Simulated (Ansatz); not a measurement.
System: sum formula AlNO$_{2}$H$_{4}$, net charge 0, singlet state. SMILES: [NH2][Al]([OH])[OH]
Coordinates optimised at B3LYP-D3(BJ)/def2-TZVP (Ansatz, a program for electronic structure):
```xyz
8

N     -1.7044    -0.3305     0.1265
Al     0.0216     0.0045    -0.0016
O      1.0682    -1.3204    -0.1589
O      0.6797     1.5706     0.0246
H     -2.0946    -1.2592     0.1110
H     -2.4330     0.3568     0.2238
H      2.0179    -1.2242    -0.2340
H      0.1765     2.3799     0.1092
```

Wanted: vertical triplet-singlet gap (E(triplet) - E(singlet); each state is the SCF solution reached for its spin), in eV. Correlated levels leave the core frozen unless marked. UHF or UKS for open shells. Spin-orbit coupling is left out. No relativistic terms. CBS marks a two-point X^-3 extrapolation of the correlation energy; Hartree-Fock from the larger set. [CCSD(T)-MP2]/basis is that difference in the basis named.

```json
[
 {"level": "HF/aug-cc-pV(D+d)Z", "program": "Ansatz", "vertical triplet-singlet gap (eV)": "4.62", "minus last row": "-0.97"},
 {"level": "SVWN5/def2-TZVPD", "program": "Ansatz", "vertical triplet-singlet gap (eV)": "5.11", "minus last row": "-0.48"},
 {"level": "PBE/def2-TZVPD", "program": "Ansatz", "vertical triplet-singlet gap (eV)": "4.97", "minus last row": "-0.62"},
 {"level": "r2SCAN/def2-TZVPD", "program": "Ansatz", "vertical triplet-singlet gap (eV)": "5.18", "minus last row": "-0.41"},
 {"level": "B3LYP/def2-TZVPD", "program": "Ansatz", "vertical triplet-singlet gap (eV)": "5.25", "minus last row": "-0.34"},
 {"level": "BHLYP/def2-TZVPD", "program": "Ansatz", "vertical triplet-singlet gap (eV)": "5.30", "minus last row": "-0.29"},
 {"level": "wB97M-V/def2-TZVPD", "program": "Ansatz", "vertical triplet-singlet gap (eV)": "5.62", "minus last row": "0.03"},
 {"level": "B2PLYP/def2-TZVPD", "program": "Ansatz", "vertical triplet-singlet gap (eV)": "5.43", "minus last row": "-0.16"},
 {"level": "MP2/aug-cc-pV(D+d)Z", "program": "Ansatz", "vertical triplet-singlet gap (eV)": "5.63", "minus last row": "0.04"},
 {"level": "RI-MP2/aug-cc-pV(Q+d)Z", "program": "Ansatz", "vertical triplet-singlet gap (eV)": "5.79", "minus last row": "0.20"},
 {"level": "SCS-MP2/aug-cc-pV(D+d)Z", "program": "Ansatz", "vertical triplet-singlet gap (eV)": "5.67", "minus last row": "0.08"},
 {"level": "SCS-MP2/aug-cc-pV(T+d)Z", "program": "Ansatz", "vertical triplet-singlet gap (eV)": "5.79", "minus last row": "0.20"},
 {"level": "CCSD/aug-cc-pV(T+d)Z", "program": "Ansatz", "vertical triplet-singlet gap (eV)": "5.48", "minus last row": "-0.11"},
 {"level": "CCSD(T)/aug-cc-pV(D+d)Z", "program": "Ansatz", "vertical triplet-singlet gap (eV)": "5.41", "minus last row": "-0.18"},
 {"level": "RI-MP2/CBS(aug-cc-pV(T+d)Z,aug-cc-pV(Q+d)Z)+[CCSD(T)-MP2]/aug-cc-pV(T+d)Z", "program": "Ansatz", "vertical triplet-singlet gap (eV)": "5.59", "minus last row": "0.00"}
]
```
